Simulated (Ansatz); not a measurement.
System: sum formula ReO2F2, net charge 0, doublet state. The spin state was set by rule; other spins were not relaxed. 
Structure (B3LYP-D3(BJ)/def2-TZVP (Ansatz, a quantum-chemistry and plane-wave program) minimum search):
```xyz
5

Re     0.0839    -0.0184     0.0290
O      1.3604    -0.3918    -1.0171
O      0.5147    -0.0183     1.6654
F     -0.8840     1.5017    -0.4878
F     -1.4821    -0.9842    -0.3303
```
Charge 0, spin multiplicity 2.

Wanted: atomisation energy (electronic, to ground-state atoms), in kcal/mol. Correlated levels leave the core frozen unless marked. Open shells are spin-unrestricted. Spin-orbit coupling is left out. The frozen core is the preceding noble-gas configuration, with the filled d and f shells of earlier blocks. In def2 rows, elements after Kr have scalar-relativistic effective core potentials. The coupled-cluster limit lacks core correlation, which all-electron functionals hold. CBS marks a two-point X^-3 extrapolation of the correlation energy; Hartree-Fock from the larger set. [CCSD(T)-MP2]/basis is that difference in the basis named.

The UHF reference is spin-contaminated (<S^2> 0.18 over the pure value in the largest basis). 

```json
[
 {"level": "SVWN5/def2-TZVPD", "program": "Ansatz", "atomisation energy (kcal/mol)": "…"},
 {"level": "BLYP-D3(BJ)/def2-TZVPD", "program": "Ansatz + dftd3", "atomisation energy (kcal/mol)": "…"},
 {"level": "revPBE-D4/def2-TZVPD", "program": "Ansatz + dftd4", "atomisation energy (kcal/mol)": "538.9"},
 {"level": "B3LYP-D3(BJ)/def2-TZVPD", "program": "Ansatz + dftd3", "atomisation energy (kcal/mol)": "508.5"},
 {"level": "BHLYP-D3(BJ)/def2-TZVPD", "program": "Ansatz + dftd3", "atomisation energy (kcal/mol)": "435.0"},
 {"level": "CAM-B3LYP-D3(BJ)/def2-TZVPD", "program": "Ansatz + dftd3", "atomisation energy (kcal/mol)": "507.3"},
 {"level": "LC-wPBE-D3(BJ)/def2-TZVPD", "program": "Ansatz + dftd3", "atomisation energy (kcal/mol)": "…"},
 {"level": "RI-MP2/CBS(def2-TZVPP,def2-QZVPP)+[CCSD(T)-MP2]/def2-TZVPP", "program": "Ansatz", "atomisation energy (kcal/mol)": "…"}
]
```

Problem. Some entries are withheld; supply them.

Solution. 
- SVWN5/def2-TZVPD, atomisation energy (kcal/mol): 654.0
- BLYP-D3(BJ)/def2-TZVPD, atomisation energy (kcal/mol): 547.5
- LC-wPBE-D3(BJ)/def2-TZVPD, atomisation energy (kcal/mol): 512.1
- RI-MP2/CBS(def2-TZVPP,def2-QZVPP)+[CCSD(T)-MP2]/def2-TZVPP, atomisation energy (kcal/mol): 508.1
